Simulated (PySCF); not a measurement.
**Assignment exercise: C8H14FN**

Geometry:
| atom | x (Å) | y (Å) | z (Å) |
| --- | --- | --- | --- |
| C1 | -2.292 | 1.253 | 0.403 |
| C2 | -1.677 | -0.149 | 0.458 |
| C3 | -2.501 | -1.125 | -0.385 |
| C4 | -0.249 | -0.126 | 0.011 |
| C5 | 0.832 | -0.444 | 0.722 |
| F6 | 0.865 | -0.818 | 2.011 |
| N7 | 2.031 | -0.446 | 0.024 |
| C8 | 3.264 | -0.112 | 0.693 |
| C9 | 1.752 | 0.218 | -1.244 |
| C10 | 0.220 | 0.187 | -1.392 |
| H11 | -1.713 | 1.947 | 1.008 |
| H12 | -3.310 | 1.230 | 0.783 |
| H13 | -2.316 | 1.621 | -0.620 |
| H14 | -1.688 | -0.491 | 1.499 |
| H15 | -2.540 | -0.796 | -1.421 |
| H16 | -2.063 | -2.120 | -0.351 |
| H17 | -3.519 | -1.182 | -0.005 |
| H18 | 4.099 | -0.452 | 0.080 |
| H19 | 3.368 | 0.969 | 0.863 |
| H20 | 3.298 | -0.625 | 1.652 |
| H21 | 2.123 | 1.254 | -1.216 |
| H22 | 2.266 | -0.306 | -2.053 |
| H23 | -0.175 | 1.134 | -1.764 |
| H24 | -0.088 | -0.601 | -2.083 |

PySCF calculation with σ from GIAO-PBE0/pcSseg-1 and structure optimised with GFN2-xTB; one averaged value for each set of equivalent atoms, one conformer, non-relativistic, no solvent.

Chemical shifts δ = σref − σ; 13C (186.93 ppm) and 1H (31.72 ppm) against TMS, all at this level.

(1) Assign these signals to the numbered atoms. 13C{1H} NMR (computed): δ 163.9, 94.6, 52.9, 36.7, 28.3, 25.2, 23.8.

(2) Assign these signals to the numbered atoms. 1H NMR (600 MHz, computed): δ 3.08 (m, 2H), 2.72 (sept, 1H), 2.53 (s, 3H), 2.51 (m, 2H), 1.06 (d, 6H).

Answers

(1) 
```tsv
δ (ppm)	atoms	environment	reason
163.9	C5	alkene carbon bearing nitrogen	an sp2 carbon further deshielded by the attached heteroatom
94.6	C4	β carbon of an enol-ether or enamine type C=C	the O or N lone pair pushes π density onto this β carbon and shields it
52.9	C9	sp3 CH2 bonded to N	deshielded by the electronegative neighbour
36.7	C8	methyl carbon bonded to N	pulled downfield by the heteroatom
28.3	C2	allylic sp3 CH	a saturated carbon with 3 carbon neighbours and no heteroatom attached
25.2	C10	allylic sp3 CH2	a saturated carbon with 2 carbon neighbours and no heteroatom attached
23.8	C1/C3	methyl carbon	aliphatic region, no heteroatom directly attached
```

C10 and C1/C3 lie closer than the usual error of such a calculation, so a measured spectrum could show them in the other order.

(2) 
3.08 → H21/H22, hydrogen on an sp3 CH2 bonded to N: its carbon carries N, an electronegative neighbour
2.72 → H14, hydrogen on an allylic sp3 CH: allylic position
2.53 → H18/H19/H20, hydrogen on a methyl carbon bonded to N: its carbon carries N, which withdraws density
2.51 → H23/H24, hydrogen on an allylic sp3 CH2: allylic position
1.06 → H11/H12/H13/H15/H16/H17, hydrogen on a methyl carbon

H18/H19/H20 and H23/H24 lie closer than the usual error of such a calculation, so a measured spectrum could show them in the other order.

Splittings by 19F in the carbon and heteronuclear signals aren't shown, as no couplings were computed. Shifts are as computed. Against solution values, carbons near 30 ppm lie about +3 ppm off and those near 130 ppm about +5 ppm. Of 1211 compounds with measured shifts, 218 miss one by over three times the rms of a fit or turn the order of signals round; such compounds aren't used in these exercises. No couplings were computed; multiplicities are counted from neighbouring protons, with m where these are inequivalent, close in shift, in a saturated or five-membered ring or joined by F or P, and br s for small geminal =CH2 splittings.
